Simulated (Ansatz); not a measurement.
The molecule Li$_{2}$-, multiplicity 4 (an upper state: multiplicity 2 came lower at CCSD(T)/def2-TZVPP on PBE0 minima).

Constants: fifth-degree fit in 1/R to seven points, most abundant isotopes. Runs in def2 and cc sets follow the lowest solution found near the PBE0 minimum.

Correlated levels freeze the inner cores; with def2 sets outer-core shells near the valence are correlated too.

The values were computed with Ansatz (an electronic-structure program). 

**Question.** What bond length and harmonic frequency does PBE0/def2-TZVPP give?

**Answer.** r_e = 3.779 Å, ω_e = 131 cm⁻¹.

**Question.** What bond length and harmonic frequency does wB97X-V/def2-TZVPP give?

**Answer.** r_e = 3.728 Å, ω_e = 150 cm⁻¹.

**Question.** What bond length and harmonic frequency does CCSD(T)/def2-TZVPP give?

**Answer.** r_e = 3.674 Å, ω_e = 159 cm⁻¹.
